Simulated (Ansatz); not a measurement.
A nudged elastic band was laid between two geometries of C₂H₇BClN (12 atoms, charge 0, multiplicity 1).

These are results of RKS PBE/def2-SVP in Ansatz 0.2.0, not measurements.

| Item | Value |
| --- | --- |
| movable images | 7 |
| climbing image | yes |
| spring | 5.0 eV/Å² |
| optimiser | quadratic models (default) |
| start path | IDPP |
| force threshold | 0.05 eV/Å |
| iteration limit | 60 |
| end points | relaxed |

Image 0:

```xyz
12
Properties=species:S:1:pos:R:3
C -1.451 0.694 1.013
B -0.106 -0.016 0.630
Cl 0.857 -0.782 1.925
C 0.413 -0.134 -0.848
N 1.810 -0.456 -1.062
H -1.197 1.687 1.452
H -2.109 0.887 0.142
H -2.021 0.154 1.796
H 0.134 0.806 -1.382
H -0.336 -0.883 -1.256
H 1.968 -0.851 -1.995
H 2.117 -1.162 -0.381
```

Image 8:

```xyz
12
Properties=species:S:1:pos:R:3
C -1.293 0.932 1.037
B 0.035 0.221 0.598
Cl 1.364 0.079 1.783
C 0.235 -0.427 -0.819
N 1.586 -0.709 -1.261
H -1.584 0.704 2.082
H -1.113 2.031 1.005
H -2.146 0.726 0.360
H -0.304 0.208 -1.562
H -0.451 -1.326 -0.717
H 1.602 -1.425 -1.995
H 2.146 -1.069 -0.477
```

Which bonds break or form, and what moves?

No bond is made or broken. The dihedral H8–C1–B2–Cl3 goes from -38 to -164°. The two ends are copies of one structure, up to a mirror image or an exchange of like atoms.

Give the energies along the band, and the barrier.

The run converged. The highest image is number 4 of 0 to 8, 2.9 kJ/mol above the ends, which have the same energy within 2 meV. A vibrational analysis at the climbing image gives one clearly imaginary mode, 114i cm⁻¹: a first-order saddle point.

| image | path coordinate (Å) | energy (kJ/mol) | dihedral H8–C1–B2–Cl3 (°) |
| --- | --- | --- | --- |
| 0 | 0.00 | 0.0 | -38 |
| 1 | 0.44 | 0.4 | -54 |
| 2 | 0.89 | 1.3 | -69 |
| 3 | 1.33 | 2.4 | -86 |
| 4 | 1.77 | 2.9 | -104 |
| 5 | 2.17 | 2.6 | -119 |
| 6 | 2.57 | 1.5 | -135 |
| 7 | 2.97 | 0.4 | -150 |
| 8 | 3.37 | 0.0 | -164 |

What is the geometry of the highest image?


```xyz
12
Properties=species:S:1:pos:R:3
C -1.327 0.901 1.038
B 0.020 0.212 0.612
Cl 1.264 -0.091 1.859
C 0.286 -0.346 -0.835
N 1.660 -0.634 -1.206
H -1.286 1.388 2.030
H -1.668 1.637 0.280
H -2.125 0.126 1.084
H -0.180 0.353 -1.569
H -0.421 -1.233 -0.845
H 1.705 -1.289 -1.994
H 2.149 -1.080 -0.419
```

What are the harmonic wavenumbers there?

114i, 93, 190, 238, 285, 340, 440, 565, 636, 751, 799, 849, 1017, 1068, 1106, 1152, 1210, 1272, 1336, 1369, 1388, 1406, 1578, 2743, 2955, 2965, 3039, 3090, 3414, 3499 cm⁻¹.

Time of the run: 2.3 min on 2 threads of Arm Neoverse N1 (shared host), peak memory 0.14 GiB.
